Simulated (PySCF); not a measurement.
Isomers C₇H₁₁N₃:

A. SMILES Cc1cnncc1N(C)C
B. `CC(C)(C)c1ccnnn1`
C. SMILES CC(C)(C)c1nccnn1
D. SMILES CC(c1c(C=C)nn[nH]1)C

Spectrum 1. ¹H NMR (400 MHz, computed): δ 10.27 (br s, 1H), 6.99 (m, 1H), 6.51 (m, 1H), 5.64 (m, 1H), 2.90 (sept, 1H), 1.23 (d, 6H). ¹³C{¹H} NMR (computed): δ 142.8 (C), 141.2 (C), 129.8 (CH), 123.0 (CH2), 25.0 (CH), 24.9 (CH3).

Spectrum 2. ¹H NMR (400 MHz, computed): δ 8.88 (d, 1H), 6.97 (d, 1H), 1.50 (s, 9H). ¹³C{¹H} NMR (computed): δ 174.4 (C), 153.0 (CH), 115.3 (CH), 37.6 (C), 30.8 (CH3).

Spectrum 3. ¹H NMR (400 MHz, computed): δ 8.85 (s, 1H), 8.69 (s, 1H), 2.69 (s, 6H), 2.17 (s, 3H). ¹³C{¹H} NMR (computed): δ 156.8 (CH), 150.2 (C), 145.8 (CH), 127.3 (C), 40.8 (CH3), 18.3 (CH3).

Spectrum 4. ¹H NMR (400 MHz, computed): δ 9.21 (d, 1H), 8.31 (d, 1H), 1.56 (s, 9H). ¹³C{¹H} NMR (computed): δ 184.1 (C), 153.1 (CH), 150.4 (CH), 40.4 (C), 31.5 (CH3).

- shieldings: GIAO PBE0/pcSseg-1
- PBE0-D3(BJ)/def2-SVP structure
- code: PySCF 2.14.0 with density-fitted response routines
- fast rotation and ring inversion assumed for equivalent nuclei, non-relativistic, a single conformation, in vacuum

Scale: ¹H (σ = 31.27 ppm) and ¹³C (σ = 184.41 ppm) against TMS (reference shieldings calculated alike). Where no couplings were computed, multiplicities follow the n + 1 count of equivalent neighbours, and m marks all less simple cases (inequivalent or close neighbours, rings, F or P nearby). Shifts are as computed. Against solution values, carbons near 30 ppm lie about +2 ppm off and those near 130 ppm about +5 ppm (rms about the fit 1.9 ppm; single classes can miss by 10 ppm). Of 1328 compounds with measured shifts, 309 miss one by over three times the rms of a fit or turn the order of signals round; such compounds aren't used in these exercises. Signals without a measured value on file couldn't be tested in this way; 1H shifts scatter by 0.2 ppm about their fit, and single ones miss by 0.5 ppm. OH and NH positions are gas-phase values without hydrogen bonding to other molecules.

**Question.** Match each spectrum to its structure.

**Answer.** 1–D, 2–B, 3–A, 4–C.

- Spectrum 1 (D): 6 ¹³C signals; δC 129.8 is an alkene CH; δC 123.0 is a terminal =CH2 carbon.
- Spectrum 2 (B): 5 ¹³C signals; δC 153.0 is an aromatic CH next to a ring nitrogen; δC 37.6 is a quaternary sp3 carbon on an aromatic ring.
- Spectrum 3 (A): 6 ¹³C signals; δC 156.8 is an aromatic CH next to a ring nitrogen; δC 150.2 is an aromatic carbon bearing nitrogen.
- Spectrum 4 (C): 5 ¹³C signals; δC 153.1 is an aromatic CH next to a ring nitrogen; δC 150.4 is an aromatic CH next to a ring nitrogen.
